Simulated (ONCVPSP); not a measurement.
**vanadium: ONCV pseudisation with PBE, scalar-relativistic reference atom.**

```
Element                 : vanadium
Generator               : ONCVPSP 4.0.1
Type                    : optimised norm-conserving Vanderbilt (ONCV)
Functional              : PBE
Relativity              : scalar-relativistic
Frozen core             : [Ne] 3s2
Valence charge          : 11
Reference configuration : 3p6 3d3 4s2
Partial waves           : 4s: rc 1.05 bohr, ncon 4, nbas 9, qcut 4.8 1/bohr, 2 projectors, debl 3.7 Ha; 3p: rc 1.50 bohr, ncon 4, nbas 8, qcut 11.7 1/bohr, 2 projectors, debl 1.2 Ha; 3d: rc 1.85 bohr, ncon 4, nbas 9, qcut 10 1/bohr, 2 projectors, debl 2.2 Ha
Local potential         : polynomial inside 0.75 bohr (lpopt 4, dvloc0 1 Ha)
Core correction         : Teter function, fcfact 5.25, rcfact 1.25
```

All-electron outer shells of the reference configuration (PBE, scalar-relativistic, ld1.x):

```csv
shell,level (eV),outermost node (bohr),outermost maximum (bohr)
3s,-70.24,0.38,0.82
3p,-44.04,0.35,0.84
3d,-5.16,–,0.90
4s,-4.70,1.17,2.76
```

**Question.** Does the generator finish with these settings?

**Answer.** No. ONCVPSP 4.0.1 stopped with "oncvpsp: lschvkbb ERROR 1 0 100": the bound-state solver with the separable projectors failed. The 4s radius of 1.05 bohr lies inside the outermost node of the all-electron wave at 1.17 bohr.
